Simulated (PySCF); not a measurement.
## Assigning NMR signals

Geometry:
```csv
atom,x (Å),y (Å),z (Å)
C1,-2.533,1.041,-0.042
Si2,-1.617,-0.322,0.903
C3,0.103,-0.489,0.152
C4,0.819,-1.559,-0.331
C5,2.061,-1.065,-0.762
C6,2.027,0.290,-0.512
C7,3.007,1.261,-0.759
N8,3.827,2.033,-0.976
O9,0.842,0.629,0.040
H10,-2.649,0.787,-1.093
H11,-1.994,1.984,0.010
H12,-3.525,1.205,0.369
H13,-1.469,0.026,2.320
H14,-2.262,-1.629,0.749
H15,0.482,-2.574,-0.370
H16,2.874,-1.610,-1.198
```

Averaged over atoms made equivalent by symmetry, fast rotation or ring inversion, one conformer, gas phase, non-relativistic. PBE0/pcSseg-1 with gauge-including orbitals; geometry from GFN2-xTB; PySCF.

Chemical shifts δ = σref − σ; 13C and 1H vs TMS, all at this level.

Task: Assign these signals to the numbered atoms. 13C{1H} NMR (computed): δ 166.4 (C), 138.1 (C), 132.1 (CH), 129.2 (CH), 116.8 (C), -6.4 (CH3).

Result: 
```tsv
δ (ppm)	atoms	environment	reason
166.4	C3	substituted aromatic carbon next to the ring oxygen	–
138.1	C6	substituted aromatic carbon next to the ring oxygen	–
132.1	C5	aromatic CH	the aromatic region
129.2	C4	aromatic CH	–
116.8	C7	nitrile carbon	C≡N carbons fall here, among the sp2 signals but without a proton
-6.4	C1	methyl carbon bonded to Si	an electropositive neighbour leaves it electron-rich and shielded
```

Task: Assign these signals to the numbered atoms. 1H NMR (600 MHz, computed): δ 7.37 (m, 1H), 7.09 (m, 1H), 4.69 (q, 2H), 0.48 (t, 3H).

Result: 
7.37 → H16, hydrogen on an aromatic CH: it sits in the deshielding region of the aromatic ring current
7.09 → H15, hydrogen on an aromatic CH
4.69 → H13/H14, hydrogen on a silicon bonded to 2 C
0.48 → H10/H11/H12, hydrogen on a methyl carbon bonded to Si: an electropositive neighbour shields it, as in TMS itself

Shifts are as computed. Against solution values, carbons near 30 ppm lie about +3 ppm off and those near 130 ppm about +5 ppm. Of 1211 compounds with measured shifts, 218 miss one by over three times the rms of a fit or turn the order of signals round; such compounds aren't used in these exercises. Multiplicities follow the n + 1 count of equivalent neighbours, as no J values were calculated; m marks all less simple cases, F and P coupling included.
